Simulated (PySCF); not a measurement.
# Dipole response of Pt- (platinum, charge -1)

[Xe] 4f14 5d9 6s2, 2D determinant. Computed with PySCF 2.14 in aug-cc-pwCVDZ-PP with ECP60MDF (6s6p5d3f, 70 functions), with scalar relativity through the core potential. Coupled (time-dependent) response in atomic units; α is the mean over directions. A double-zeta set is small for polarisabilities.

```csv
method,mean α (bohr³),"α xx, yy, zz",C₆ (like pair),S(−4)
UHF,229.5,"234.5, 234.5, 219.5",3249,72900
M06,119.7,"119.0, 119.0, 121.2",1456,10940
```

S(−4) is the Cauchy moment in α(ω) = α(0) + S(−4) ω² + …

Spin-orbit coupling is absent.

α(iu) at M06:

| u (hartree) | α(iu) (bohr³) |
| --- | --- |
| 0 | 119.7 |
| 0.0500 | 99.45 |
| 0.100 | 71.21 |
| 0.200 | 38.75 |
| 0.300 | 24.81 |
| 0.500 | 14.15 |
| 0.750 | 9.318 |
| 1.00 | 6.909 |
| 1.50 | 4.329 |
| 2.00 | 2.956 |
| 3.00 | 1.608 |
| 5.00 | 0.6775 |

A single London oscillator, α(iu) = α/(1 + u²/ω²), gives C₆ = (3/4) ω α². Matching the computed C₆ needs ω = 4 × 1456 / (3 × 119.7²) = 0.135 hartree.

For an ion, C₆ is the dispersion term alone; charge-induced terms of lower order in 1/R come first.

The components differ because the open shell of this determinant is not spherical; for a pure term their mean is the scalar polarisability.

Energies and moments cover only the electrons outside the core potential. Spin-orbit coupling, absent here, splits the open shell strongly.
